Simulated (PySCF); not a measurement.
C2H6Se, SMILES C[Se]C.

Coordinates come from a PBE0-D3(BJ)/def2-SVP optimisation.

Method: PBE0-D3(BJ)/def2-SVP in PySCF.

Frequencies are harmonic and unscaled.

Computed harmonic wavenumbers and intensities:
```json
[
 {"mode": "1", "ν (cm⁻¹)": "155", "IR (km/mol)": "0.5", "moving atoms (share of kinetic energy)": "H 95 %"},
 {"mode": "2", "ν (cm⁻¹)": "159", "IR (km/mol)": "0.0", "moving atoms (share of kinetic energy)": "H 97 %"},
 {"mode": "3", "ν (cm⁻¹)": "219", "IR (km/mol)": "0.0", "moving atoms (share of kinetic energy)": "C 53 %, H 35 %, Se 13 %"},
 {"mode": "4", "ν (cm⁻¹)": "618", "IR (km/mol)": "0.2", "moving atoms (share of kinetic energy)": "C 72 %, H 15 %, Se 13 %"},
 {"mode": "5", "ν (cm⁻¹)": "632", "IR (km/mol)": "1.7", "moving atoms (share of kinetic energy)": "C 67 %, Se 18 %, H 15 %"},
 {"mode": "6", "ν (cm⁻¹)": "855", "IR (km/mol)": "0.9", "moving atoms (share of kinetic energy)": "H 86 %, C 14 %"},
 {"mode": "7", "ν (cm⁻¹)": "893", "IR (km/mol)": "0.0", "moving atoms (share of kinetic energy)": "H 87 %, C 13 %"},
 {"mode": "8", "ν (cm⁻¹)": "925", "IR (km/mol)": "12.8", "moving atoms (share of kinetic energy)": "H 84 %, C 14 %"},
 {"mode": "9", "ν (cm⁻¹)": "976", "IR (km/mol)": "21.6", "moving atoms (share of kinetic energy)": "H 76 %, C 22 %"},
 {"mode": "10", "ν (cm⁻¹)": "1286", "IR (km/mol)": "5.3", "moving atoms (share of kinetic energy)": "H 85 %, C 15 %"},
 {"mode": "11", "ν (cm⁻¹)": "1309", "IR (km/mol)": "1.2", "moving atoms (share of kinetic energy)": "H 85 %, C 15 %"},
 {"mode": "12", "ν (cm⁻¹)": "1431", "IR (km/mol)": "0.0", "moving atoms (share of kinetic energy)": "H 95 %"},
 {"mode": "13", "ν (cm⁻¹)": "1439", "IR (km/mol)": "18.2", "moving atoms (share of kinetic energy)": "H 95 %"},
 {"mode": "14", "ν (cm⁻¹)": "1445", "IR (km/mol)": "20.0", "moving atoms (share of kinetic energy)": "H 95 %"},
 {"mode": "15", "ν (cm⁻¹)": "1452", "IR (km/mol)": "0.8", "moving atoms (share of kinetic energy)": "H 96 %"},
 {"mode": "16", "ν (cm⁻¹)": "3062", "IR (km/mol)": "18.8", "moving atoms (share of kinetic energy)": "H 98 %"},
 {"mode": "17", "ν (cm⁻¹)": "3066", "IR (km/mol)": "18.4", "moving atoms (share of kinetic energy)": "H 98 %"},
 {"mode": "18", "ν (cm⁻¹)": "3175", "IR (km/mol)": "9.4", "moving atoms (share of kinetic energy)": "H 90 %, C 10 %"},
 {"mode": "19", "ν (cm⁻¹)": "3182", "IR (km/mol)": "0.0", "moving atoms (share of kinetic energy)": "H 90 %, C 10 %"},
 {"mode": "20", "ν (cm⁻¹)": "3190", "IR (km/mol)": "3.9", "moving atoms (share of kinetic energy)": "H 90 %, C 10 %"},
 {"mode": "21", "ν (cm⁻¹)": "3191", "IR (km/mol)": "0.2", "moving atoms (share of kinetic energy)": "H 90 %, C 10 %"}
]
```
